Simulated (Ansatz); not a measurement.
Geometry optimisation, RKS PBE0/def2-SVP in Ansatz.

The input (input.yaml):

```yaml
crystal:
  periodic: [false, false, false]
  atoms:
    - { symbol: B, position_ang: [-0.561015, -1.262079, -0.40596] }
    - { symbol: H, position_ang: [1.775235, -0.506681, -0.243344] }
    - { symbol: Cl, position_ang: [0.050712, -2.007692, -1.871657] }
    - { symbol: Cl, position_ang: [-0.402696, -2.063192, 1.150981] }
    - { symbol: H, position_ang: [0.234135, 1.51918, 0.343768] }
    - { symbol: "N", position_ang: [-1.309198, 0.000151, -0.481575] }
    - { symbol: H, position_ang: [1.834792, 0.153041, -0.006572] }
    - { symbol: O, position_ang: [0.86345, 1.996771, 0.901994] }
    - { symbol: H, position_ang: [-1.543704, 0.416928, -1.373984] }
    - { symbol: H, position_ang: [-1.864846, 0.317113, 0.303016] }
    - { symbol: H, position_ang: [0.923036, 1.436262, 1.683332] }
basis:
  gaussian: { orbitals: def2-SVP }
hamiltonian:
  xc: pbe0
relax:
  f_tol: 0.03
  max_steps: 50
```

Launched with:

```bash
$ ansatz run input.yaml --threads 2 --pin off --max-ram 3072MiB --backend cpu --events-out ev --progress --plain --runs-dir out
```

**Question.** Where does it end, and by what steps?

**Answer.** It converged. The force dipped under the threshold on the way, but the program's further checks kept it going. After 24 steps the energy has fallen by 0.329 eV; H2 moved furthest, 1.78 Å.

| step | energy less start (eV) | largest force component (eV/Å) | accepted |
| --- | --- | --- | --- |
| 0 | 0.0000 | 2.302 | yes |
| 1 | -0.1575 | 1.386 | yes |
| 2 | -0.2293 | 0.745 | yes |
| 3 | -0.2615 | 0.506 | yes |
| 4 | -0.2585 | 1.326 | no |
| 5 | -0.2792 | 0.319 | yes |
| 6 | -0.2925 | 0.146 | yes |
| 7 | -0.2984 | 0.077 | yes |
| 8 | -0.3027 | 0.358 | yes |
| 9 | -0.3057 | 0.402 | yes |
| 10 | -0.3094 | 0.231 | yes |
| 11 | -0.3101 | 0.147 | yes |
| 12 | -0.3122 | 0.155 | yes |
| 13 | -0.3135 | 0.026 | yes |
| 14 | -0.3084 | 0.617 | no |
| 15 | -0.3155 | 0.120 | yes |
| 16 | -0.3167 | 0.348 | yes |
| 17 | -0.3196 | 0.260 | yes |
| 18 | -0.3211 | 0.289 | yes |
| 19 | -0.3237 | 0.290 | yes |
| 20 | -0.3255 | 0.259 | yes |
| 21 | -0.3263 | 0.073 | yes |
| 22 | -0.3271 | 0.054 | yes |
| 23 | -0.3271 | 0.307 | no |
| 24 | -0.3287 | 0.025 | yes |

```xyz
11
Properties=species:S:1:pos:R:3
B -0.963 -1.049 -0.187
H 3.424 0.074 -0.572
Cl 0.081 -1.824 -1.366
Cl -1.028 -1.661 1.473
H 0.038 1.251 0.389
N -1.746 0.049 -0.539
H 2.804 0.385 -0.254
O 0.879 1.273 0.861
H -1.786 0.395 -1.490
H -2.436 0.441 0.091
H 0.733 0.665 1.594
```

The run took 67 s on 2 threads of Arm Neoverse V2, on a shared host, peak memory 0.24 GiB.
